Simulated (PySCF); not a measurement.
SnClBr, SMILES [Sn]([Cl])[Br] (connectivity only; charge and spin as stated), neutral, multiplicity 1. Atoms are numbered in the order given.

```xyz
3

Sn     0.6866    -0.5709     0.0000
Cl    -1.2905    -1.8661     0.0000
Br    -0.3541     1.7219     0.0000
```
Charge 0, spin multiplicity 1.

Coordinates come from a PBE0-D3(BJ)/def2-TZVP optimisation. The def2 effective core potentials stand for the cores of Sn; spin–orbit coupling is left out.

All values below come from PySCF with M06-2X/def2-TZVPD.

The molecule is in vacuum.

```json
{
  "total_energy": "-3248.74878 hartree",
  "point_group": "Cs",
  "highest_occupied_level": "-8.86 eV",
  "lowest_empty_level": "-2.38 eV",
  "orbital_gap": "6.48 eV",
  "dipole_moment": "3.20 D",
  "quadrupole, principal values (traceless, Buckingham form, about the centre of nuclear charge)": "-8.77, 2.49, 6.28 D·Å",
  "mean_static_polarisability": "79.6 bohr³ (11.79 Å³)",
  "polarisability_principal_values": "60.0, 78.9, 99.9 bohr³"
}
```
